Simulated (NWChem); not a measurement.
Species: CH7BO2Si; SMILES COB(O)[SiH3]

```xyz
12

B      0.6363     0.1072    -0.0002
O      1.9850    -0.0644     0.0003
H      2.2485    -0.9880     0.0001
O      0.2168     1.3927    -0.0006
C     -1.1163     1.8106     0.0004
H     -1.3137     2.4229     0.8944
H     -1.3125     2.4297    -0.8893
H     -1.8301     0.9673    -0.0034
Si    -0.6412    -1.5017    -0.0001
H     -1.5339    -1.5278    -1.2036
H     -1.5311    -1.5293     1.2055
H      0.1512    -2.7762    -0.0017
```
Atoms are numbered in this order, from 1.

Results from NWChem. Medium grid unless said otherwise, to which SCAN and Minnesota functionals are sensitive. The geometry was optimised at PBE0/def2-SVP. No frequency run checked for a minimum. Hybrids' shares of exact exchange are those that their runs print; pure functionals count as 0. The functionals differ in more than this share.

| row | share of exact exchange | highest occupied level (eV) |
|---|---|---|
| PBE/def2-SVP | 0.00 | -6.49 |
| HCTH/407/def2-SVP | 0.00 | -6.67 |
| B3LYP/def2-SVP | 0.20 | withheld |
| MPW1K/def2-SVP | 0.43 | -8.93 |
| MN15/def2-SVP | 0.44 | -8.57 |
| Hartree-Fock/def2-SVP | 1.00 | -11.20 |

### Question
Fit a straight line of the last column on the one before it, predict the withheld value, and compare with the run.

### Answer

1. Means of the 5 shown rows: x = 0.374, y = -8.372. Slope Σ(x − x̄)(y − ȳ)/Σ(x − x̄)² = -3.155/0.6791 = -4.646; intercept -6.634.
2. The shown rows scatter about the line by 0.161 (root mean square); the largest residual is -0.30, at MPW1K/def2-SVP.
3. At x = 0.20 (B3LYP/def2-SVP; inside the shown range) the line gives -7.56.
4. The run gives -7.63, -0.07 from the line, 0.4 times the scatter.
